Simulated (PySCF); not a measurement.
The multiplicity is imposed and other spin states were not computed.

Z-matrix (Å, degrees):
```
Ti
F 1 1.7520
F 1 1.7571 2 113.95
F 1 1.7623 2 110.40 3 120.09
N 1 1.8631 2 107.49 4 119.56
H 5 1.0262 1 124.71 2 -14.60
H 5 1.0263 6 110.54 1 177.30
```
Charge 0, spin multiplicity 1.

What charge on the central atom (meta-Löwdin), total energy, HOMO, charge on the central atom (Mulliken) and LUMO does PySCF with TPSSh-D3(BJ)/def2-TZVP // PBE-D3(BJ)/def2-SVP give?


The charge on the central atom (meta-Löwdin) is 1.54 e and the total energy is -32800.38 eV. The HOMO is -7.70 eV. The charge on the central atom (Mulliken) is 1.60 e. The LUMO is -3.09 eV.
